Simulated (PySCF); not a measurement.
hydrogen chloride (HCl), singlet, at a GFN2-xTB geometry. Base run: CCSD(T)/def2-TZVPP run with PySCF.

Here is a job for PySCF.
```python
from pyscf import gto, scf, cc

mol = gto.Mole()
mol.atom = '''
    Cl   -0.000000   -0.000000   -0.070946
    H     0.000000    0.000000    1.206076
'''
mol.basis = 'def2-tzvpp'
mol.charge = 0
mol.spin = 0
mol.verbose = 4
mol.max_memory = 1800
mol.build()

mf = scf.RHF(mol)
mf.kernel()

mycc = cc.CCSD(mf, frozen=5)
mycc.kernel()
et = mycc.ccsd_t()
print('E(CCSD(T)) = %.10f' % (mycc.e_tot + et))
```

Variants of this job, named by their change:

```json
[
 {"change": "base", "ΔE vs base (mEh)": "0.000", "MP2 correlation (Eh)": "-0.20355", "CC correlation without the perturbative part (Eh)": "-0.22422", "basis functions": "56"},
 {"change": "method = ccsd", "ΔE vs base (mEh)": "7.924", "MP2 correlation (Eh)": "-0.20355", "CC correlation without the perturbative part (Eh)": "-0.22422", "basis functions": "56"},
 {"change": "method = cisd", "ΔE vs base (mEh)": "[?]", "MP2 correlation (Eh)": "-", "CC correlation without the perturbative part (Eh)": "-", "basis functions": "56"},
 {"change": "method = mp2", "ΔE vs base (mEh)": "28.592", "MP2 correlation (Eh)": "-0.20355", "CC correlation without the perturbative part (Eh)": "-", "basis functions": "56"}
]
```

Task: What belongs in the gaps?

Result: 
- method = cisd, ΔE vs base (mEh): 18.670
